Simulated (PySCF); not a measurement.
**Polarisability and C₆ of Cu (copper, neutral)**

[Ar] 3d9 4s2, 2D determinant (an excited configuration). Calculation: PySCF 2.14, in aug-cc-pwCVTZ-DK with one added diffuse shell each of s, p, d, f, g type (11s10p8d5f4g, 152 functions); the spin-free X2C one-electron Hamiltonian (Gaussian nucleus). Coupled (time-dependent) response in atomic units; α is the mean over directions.

```json
{"method": "UHF", "mean α (bohr³)": "55.72", "α xx, yy, zz": "56.25, 56.25, 54.66", "C₆ (like pair)": "461.7", "S(−4)": "1663"}
```

S(−4) is the Cauchy moment in α(ω) = α(0) + S(−4) ω² + …

α(iu) at UHF:

| u (hartree) | α(iu) (bohr³) |
| --- | --- |
| 0 | 55.72 |
| 0.0500 | 51.89 |
| 0.100 | 43.23 |
| 0.200 | 26.70 |
| 0.300 | 17.05 |
| 0.500 | 8.753 |
| 0.750 | 5.060 |
| 1.00 | 3.460 |
| 1.50 | 2.058 |
| 2.00 | 1.430 |
| 3.00 | 0.8477 |
| 5.00 | 0.4198 |

A single London oscillator, α(iu) = α/(1 + u²/ω²), gives C₆ = (3/4) ω α². Matching the computed C₆ needs ω = 4 × 461.7 / (3 × 55.72²) = 0.198 hartree.

The components differ because the open shell of this determinant is not spherical; for a pure term their mean is the scalar polarisability.
